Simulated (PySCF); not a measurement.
**Vertical excitation energies**

C7H16OS.
InChI=1S/C7H16OS/c1-7(2,3)5-6-9(4)8/h5-6H2,1-4H3/t9-/m1/s1

Computed with TDDFT wB97X-D/def2-SVPD, vertical, gas phase, core orbitals frozen in the response in PySCF. One conformer (not necessarily the lowest) at the PBE0-D3(BJ)/def2-SVP geometry, without solvent, vibrations or thermal averaging. Torsions of this conformer, `[CH3:1][S@@:2](=[O:3])[CH2:4][CH2:5][C:6]([CH3:7])([CH3:8])[CH3:9]`: C1–S2–C4–C5 -172°, S2–C4–C5–C6 173°, C4–C5–C6–C7 180°.

Task: List the vertical singlet excitations with oscillator strengths and describe the spectrum.

Result: 

```csv
state,E (eV),λ (nm),f,|μ| (D),"main configurations (H = HOMO, L = LUMO)"
S1,6.03,205.6,0.0091,0.63,"H→L+3 (52%), H→L+4 (20%), H→L+5 (8%)"
S2,6.17,200.8,0.073,1.77,"H→L+1 (58%), H→L+4 (12%), H→L+7 (10%)"
S3,6.64,186.9,0.017,0.81,"H→L (55%), H→L+2 (15%), H→L+4 (13%)"
S4,7.03,176.3,0.0032,0.35,"H-1→L+3 (51%), H-1→L+4 (19%), H-1→L+5 (9%)"
S5,7.08,175.1,0.089,1.82,"H→L+2 (70%), H→L (11%)"
S6,7.40,167.6,0.0060,0.46,"H-1→L+1 (28%), H→L+6 (10%), H→L+9 (8%)"
S7,7.55,164.2,0.012,0.66,"H→L+5 (29%), H→L+3 (24%), H→L+7 (16%)"
S8,7.68,161.5,0.041,1.19,"H→L+7 (36%), H-1→L+1 (15%), H-1→L (10%)"
S9,7.71,160.8,0.014,0.69,"H→L+1 (18%), H-1→L+1 (13%), H→L+7 (12%)"
S10,7.83,158.3,0.018,0.78,"H-1→L (54%), H-1→L+4 (15%), H→L+7 (10%)"
```

Triplets (Tamm–Dancoff): T1 5.36 eV, H→L+3 (44%), H→L+4 (19%), H→L+5 (11%); T2 5.47 eV, H→L+1 (44%), H→L+4 (17%), H→L+7 (15%); T3 6.52 eV, H→L (43%), H→L+2 (16%), H→L+4 (10%); T4 6.62 eV, H-1→L+4 (32%), H-1→L+1 (25%), H-1→L+3 (12%).

The lowest singlet lies at 6.03 eV (206 nm, ultraviolet) and is weak; its leading configuration is HOMO→LUMO+3 (52%). The most intense listed level is S5 at 7.08 eV (175 nm, f = 0.089), 1.05 eV above S1. Löwdin shares by element: HOMO oxygen 53%, sulfur 30%, carbon 13% or more; LUMO sulfur 26%, carbon 14% or more, hydrogen 9% or more (atoms not listed hold the other 51%). The listed states span 1.80 eV, and the widest gap between neighbours is 0.46 eV (S2 to S3). Weighted by f, the mean energy of these states is 6.98 eV. Of the 10 states listed, 7 reach f = 0.01 and none stays under 0.0005. All these states lie below the vertical ionisation energy of 8.68 eV (ΔSCF). Only the lowest 10 singlets were computed, as vertical energies without vibronic structure.
